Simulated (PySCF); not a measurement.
A GIAO shielding run with PySCF 2.14.0 with density-fitted response routines (density fitting, non-relativistic, gas phase) on `P[Si@H]1CC[SiH2]O1`, C₂H₉OPSi₂:

```
$ OMP_NUM_THREADS=1 python probes_run.py task.json out

{"job": {"kind": "nmr", "xc": "PBE0", "basis": "pcSseg-1"}, "charge": 0, "multiplicity": 1}
P      2.797249    -0.062238     0.824464
Si     0.950166     0.456498    -0.312813
C     -0.165564    -1.063124    -0.618794
C     -1.609801    -0.605201    -0.377633
Si    -1.572361     0.793827     0.918246
O     -0.026075     1.293819     0.697843
H      3.449668    -0.566914    -0.286164
H      3.375697     1.184559     0.675027
H      1.101316     1.306948    -1.499836
H      0.094436    -1.840907     0.103480
H     -0.056584    -1.507036    -1.607928
H     -2.241574    -1.449041    -0.101199
H     -2.015337    -0.209798    -1.311332
H     -2.410934     1.934219     0.574008
H     -1.674716     0.342380     2.300721
```

Hardware: 1 thread of an Arm Neoverse V2, shared host. The job also computes population analyses, field gradients, ring-centre shieldings.

(1) How large is the calculation?

(2) How long does it take, and how much memory does it need?

Results:

(1) 72 electrons, 168 basis functions and 944 auxiliary functions.

(2) 18 s of wall time, with 13 SCF cycles and 4 response iterations; peak memory 0.76 GiB. Times on a shared host scatter by some tens of per cent.
